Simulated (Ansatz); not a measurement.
The cluster Li₅H₄⁺. Total charge 1; singlet. Geometry PBE0-D4/def2-TZVP; atoms count from 1.

Cartesian coordinates in Å:
```
Li -2.097 -0.850 0.973
Li 2.123 0.700 -1.032
Li 1.213 -0.681 2.032
Li -0.040 0.224 0.089
Li -1.186 0.530 -2.092
H 0.488 0.770 -1.646
H -0.496 -0.722 1.665
H -1.789 -0.077 -0.566
H 1.784 0.105 0.577
```

The structure comes from a short search, and lower isomers may exist.

Q: Estimate the Mulliken populations from the PBE0/def2-TZVP orbitals of Ansatz.

A: 
```
atom  charge (e)
 Li1        0.82
 Li2        0.82
 Li3        0.82
 Li4        0.38
 Li5        0.82
  H6       -0.66
  H7       -0.66
  H8       -0.66
  H9       -0.66
```
Mulliken values and Mayer orders depend strongly on the basis.
